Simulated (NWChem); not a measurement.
System: DABCO (C6H12N2); SMILES C1CN2CCN1CC2

Parts of the log:

```
             Northwest Computational Chemistry Package (NWChem) 7.3.0
             --------------------------------------------------------

                             Geometry "geometry" -> ""
                             -------------------------

 Output coordinates in angstroms (scale by  1.889725989 to convert to a.u.)

  No.       Tag          Charge          X              Y              Z
 ---- ---------------- ---------- -------------- -------------- --------------
    1 C                    6.0000    -0.35530000     1.32599700    -0.77859800
    2 C                    6.0000    -0.35530000     1.32599700     0.77859800
    3 N                    7.0000     0.00000000     0.00000000     1.26695000
    4 C                    6.0000     1.32599700    -0.35530000     0.77859800
    5 C                    6.0000     1.32599700    -0.35530000    -0.77859800
    6 N                    7.0000     0.00000000     0.00000000    -1.26695000
    7 C                    6.0000    -0.97069700    -0.97069700    -0.77859800
    8 C                    6.0000    -0.97069700    -0.97069700     0.77859800
    9 H                    1.0000    -1.34428700     1.59407800    -1.18522500
   10 H                    1.0000     0.36714800     2.05265500    -1.18522500
   11 H                    1.0000     0.36714800     2.05265500     1.18522500
   12 H                    1.0000    -1.34428700     1.59407800     1.18522500
   13 H                    1.0000     1.59407800    -1.34428700     1.18522500
   14 H                    1.0000     2.05265500     0.36714800     1.18522500
   15 H                    1.0000     1.59407800    -1.34428700    -1.18522500
   16 H                    1.0000     2.05265500     0.36714800    -1.18522500
   17 H                    1.0000    -0.70836800    -1.96122500    -1.18522500
   18 H                    1.0000    -1.96122500    -0.70836800    -1.18522500
   19 H                    1.0000    -1.96122500    -0.70836800     1.18522500
   20 H                    1.0000    -0.70836800    -1.96122500     1.18522500

 Effective nuclear repulsion energy (a.u.)     426.4705232134

                                 NWChem DFT Module
                                 -----------------

[...]

                                   COSMO solvation results
                                   -----------------------

                 gas phase energy =      -344.923732453347
                 sol phase energy =      -344.930417641301
 (electrostatic) solvation energy =         0.006685187953 (    4.20 kcal/mol)

                       DFT Final Molecular Orbital Analysis
                       ------------------------------------

 Vector   29  Occ=2.000000D+00  E=-3.268680D-01
              MO Center= -2.1D-01, -2.1D-01, -3.9D-09, r^2= 4.3D+00
   Bfn.  Coefficient  Atom+Function         Bfn.  Coefficient  Atom+Function
  ----- ------------  ---------------      ----- ------------  ---------------
    31      0.157865   3 N  px               32     -0.157873   3 N  py
    73     -0.157865   6 N  px               74      0.157873   6 N  py
     3      0.137870   1 C  px               17     -0.137870   2 C  px
    46      0.137877   4 C  py               60     -0.137877   5 C  py
     4     -0.134490   1 C  py               18      0.134490   2 C  py

 Vector   30  Occ=2.000000D+00  E=-2.738646D-01
              MO Center= -5.6D-05, -5.6D-05,  8.3D-09, r^2= 3.0D+00
   Bfn.  Coefficient  Atom+Function         Bfn.  Coefficient  Atom+Function
  ----- ------------  ---------------      ----- ------------  ---------------
    33      0.410224   3 N  pz               75      0.410224   6 N  pz
    37      0.311407   3 N  pz               79      0.311407   6 N  pz
     6      0.142314   1 C  s                20     -0.142314   2 C  s
    48     -0.142314   4 C  s                62      0.142314   5 C  s
    90      0.142509   7 C  s               104     -0.142509   8 C  s

 Vector   31  Occ=2.000000D+00  E=-1.925515D-01
              MO Center=  1.3D-04,  1.3D-04, -8.2D-09, r^2= 3.6D+00
   Bfn.  Coefficient  Atom+Function         Bfn.  Coefficient  Atom+Function
  ----- ------------  ---------------      ----- ------------  ---------------
    33      0.340663   3 N  pz               75     -0.340663   6 N  pz
    37      0.324436   3 N  pz               79     -0.324436   6 N  pz
    34      0.181231   3 N  s                76      0.181231   6 N  s
     5      0.167737   1 C  pz               19     -0.167737   2 C  pz
    47     -0.167737   4 C  pz               61      0.167737   5 C  pz

 Vector   32  Occ=0.000000D+00  E= 8.315480D-02
              MO Center=  1.1D-03,  1.1D-03,  6.9D-09, r^2= 6.5D+00
   Bfn.  Coefficient  Atom+Function         Bfn.  Coefficient  Atom+Function
  ----- ------------  ---------------      ----- ------------  ---------------
    34      0.546366   3 N  s                76      0.546366   6 N  s
     6      0.433041   1 C  s                20      0.433041   2 C  s
    48      0.433041   4 C  s                62      0.433041   5 C  s
    90      0.432754   7 C  s               104      0.432754   8 C  s
   114     -0.424075   9 H  s               116     -0.425988  10 H  s

 Vector   33  Occ=0.000000D+00  E= 1.146002D-01
              MO Center=  6.4D-01,  6.4D-01, -1.9D-08, r^2= 6.4D+00
   Bfn.  Coefficient  Atom+Function         Bfn.  Coefficient  Atom+Function
  ----- ------------  ---------------      ----- ------------  ---------------
   116      0.668364  10 H  s               118      0.668364  11 H  s
   124      0.668365  14 H  s               128      0.668365  16 H  s
   114     -0.577286   9 H  s               120     -0.577286  12 H  s
   122     -0.577287  13 H  s               126     -0.577287  15 H  s
     7     -0.440989   1 C  px               21     -0.440989   2 C  px

[...]
```

Level: PBE0/6-31G* (spherical d), COSMO on the gas-phase geometry. Geometry: optimised at PBE0/def2-SVP. No frequency run checked for a minimum. COSMO prints the solvation energy as gas minus solution, so a positive value is a stabilisation.

Q: Reconstruct the input file.

A: Several could match; the one computed here: the input that was run:
```
start job
memory heap 200 mb stack 900 mb global 1100 mb
geometry units angstroms noautosym nocenter noautoz
  C     -0.355300     1.325997    -0.778598
  C     -0.355300     1.325997     0.778598
  N      0.000000     0.000000     1.266950
  C      1.325997    -0.355300     0.778598
  C      1.325997    -0.355300    -0.778598
  N      0.000000     0.000000    -1.266950
  C     -0.970697    -0.970697    -0.778598
  C     -0.970697    -0.970697     0.778598
  H     -1.344287     1.594078    -1.185225
  H      0.367148     2.052655    -1.185225
  H      0.367148     2.052655     1.185225
  H     -1.344287     1.594078     1.185225
  H      1.594078    -1.344287     1.185225
  H      2.052655     0.367148     1.185225
  H      1.594078    -1.344287    -1.185225
  H      2.052655     0.367148    -1.185225
  H     -0.708368    -1.961225    -1.185225
  H     -1.961225    -0.708368    -1.185225
  H     -1.961225    -0.708368     1.185225
  H     -0.708368    -1.961225     1.185225
end
basis spherical
  C library 6-31g*
  N library 6-31g*
  H library 6-31g*
end
dft
  xc pbe0
  iterations 150
end
cosmo
  dielec 4.8
end
task dft energy
```
